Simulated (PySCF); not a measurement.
C₄H₁₀N, SMILES CCNC[CH2], multiplicity 2.

The structure is a stationary point at B3LYP-D3(BJ)/def2-SVP. The isomer is the one that the SMILES or the coordinates give; other isomers of the formula were not compared. The values are those of a single conformer.

The numbers are results of TDA-PBE/def2-SVPD (PySCF), not measurements.

Vertical excitations. Isolated molecule, no solvent.

Computed UV-visible absorptions:
| state | energy (eV) | λ (nm) | f | main pairs |
|---|---|---|---|---|
| root 1 | 2.60 | 476 | 0.017 | β HOMO→LUMO 99 % |
| root 2 | 4.65 | 267 | 0.015 | α HOMO→LUMO 100 % |
| root 3 | 5.13 | 242 | 0.001 | α HOMO→LUMO+1 97 % |
| root 4 | 5.22 | 237 | 0.003 | α HOMO−1→LUMO 10 %, β HOMO→LUMO+1 87 % |
| root 5 | 5.40 | 230 | 0.005 | α HOMO−1→LUMO 75 %, α HOMO→LUMO+2 15 %, β HOMO→LUMO+1 9 % |
| root 6 | 5.41 | 229 | 0.014 | α HOMO→LUMO+2 72 %, α HOMO→LUMO+3 16 % |
| root 7 | 5.43 | 228 | 0.003 | α HOMO→LUMO+3 83 % |
| root 8 | 5.68 | 218 | 0.001 | β HOMO−1→LUMO 98 % |
| root 9 | 5.74 | 216 | 0.001 | α HOMO−1→LUMO+1 6 %, β HOMO→LUMO+2 93 % |
| root 10 | 5.81 | 213 | 0.005 | β HOMO−2→LUMO 95 % |
Unrestricted roots are not spin-pure.
